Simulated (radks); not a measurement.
Initial-state core-level shifts of the gadolinium ion Gd2+ when its valence configuration changes from [Xe] 4f7 5d1. Calculated with a radial shooting solver on a logarithmic mesh with Libxc functionals: Dirac Kohn-Sham, PBEsol, spin-unpolarised, spherical densities, point nucleus; open shells are shared between the two j in proportion to 2j + 1. Shifts are changes of the shell-averaged eigenvalues in eV (positive: less bound).

valence               3p       3d       4s       5p
4f8               +7.861   +7.775   +7.465   +2.995
4f6 5d1 6s1      -12.096  -12.008  -11.403   -5.623
4f7 6s1           -2.668   -2.684   -2.669   -2.457
4f7 6p1           -3.868   -3.885   -3.874   -3.617
4f6 5d1 6p1      -13.280  -13.191  -12.589   -6.754
4f6 6s1 6p1      -16.319  -16.250  -15.598   -9.351
4f5 5d1 6p2      -28.148  -27.959  -26.391  -13.624
4f6.5 5d1 6p0.5   -6.420   -6.378   -6.119   -3.354
4f4 5d1 6s1 6p2  -43.306  -43.009  -40.075  -19.573
